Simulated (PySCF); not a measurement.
# What a mistake does to a calculation on B2H4NO cation

These are calculations, not measurements. The program is PySCF 2.14.0, an open-source quantum chemistry code, run on an isolated molecule that a program drew, which may never have been made. The molecule is B2H4NO cation (charge +1, singlet), drawn as the SMILES string `BN[B+]O`.

Each row is a Hartree-Fock (HF) and frozen-core CCSD(T) single point in the cc-pVDZ basis, meant for a local HF minimum. Run 1 is clean. Each other run has one planted mistake out of seven kinds, and not every kind appears here: one electron removed, one electron added, multiplicity raised by two, geometry at a saddle point, minimal basis STO-3G, one bond length entered in bohr, all coordinates scaled. The reference is restricted for singlets and unrestricted otherwise, and also for a bond in bohr. Adding or removing an electron swaps singlet and doublet. Electrons count all cores. HOMO and LUMO are orbital energies over both spins, the gradient is its largest component, and the lowest frequency (negative if imaginary) is given only where the gradient is small. Bond lengths are over the 7 bonds as drawn. T1 is the CCSD diagnostic: over 0.02 (restricted) or 0.045 (unrestricted) a single reference is doubtful.

Geometry of the clean run:
```xyz
8
B2H4NO cation, angstrom
B    -0.4454   -1.2982   -0.5311
N    -1.1234    0.0090   -0.4575
B    -0.6280    1.0983   -1.0525
O    -0.1851    2.0916   -1.6796
H     0.5800   -1.3351   -1.1335
H    -0.9609   -2.2151    0.0115
H    -1.9950    0.0808    0.0453
H     0.4347    2.7509   -1.3727
```

```
run,electrons,basis functions,<S^2>,HOMO (eV),LUMO (eV),gradient (hartree/bohr),lowest frequency (cm^-1),mean bond (Å),longest bond (Å),T1,HF (hartree),CCSD(T) (hartree),mistake
1,28,76,0.000,-18.61,-2.59,1.2e-05,176,1.2006,1.474,0.0141,-180.86371,-181.39696,no fault
2,28,76,0.576,-18.28,-7.33,4.8e-02,-,1.3220,1.806,0.0731,-180.70412,-181.24997,one bond length entered in bohr
3,28,76,2.019,-12.02,-8.09,8.5e-02,-,1.2006,1.474,0.0325,-180.63149,-181.16565,multiplicity raised by two
4,29,76,0.803,-4.18,3.08,4.9e-02,-,1.2006,1.474,0.0192,-180.98604,-181.54591,one electron added
5,27,76,0.778,-25.94,-16.09,1.5e-01,-,1.2006,1.474,0.0206,-180.22678,-180.74030,one electron removed
6,28,76,0.000,-18.58,-2.48,5.6e-06,-372,1.1995,1.469,0.0142,-180.86003,-181.39234,?
```

**Which mistake was planted in run 6, and what did it cost?**

The gradient is small, so the point is stationary, but the lowest frequency is imaginary (-372 cm^-1). So the mistake is: geometry at a saddle point. Subtracting run 1 and multiplying by 627.51 kcal/mol a hartree, the energy moved by 2.3 kcal/mol in HF and 2.9 kcal/mol in CCSD(T).

Cautions from the logs. Run 2: T1 is over the limit, so its CCSD(T) energy is less reliable.
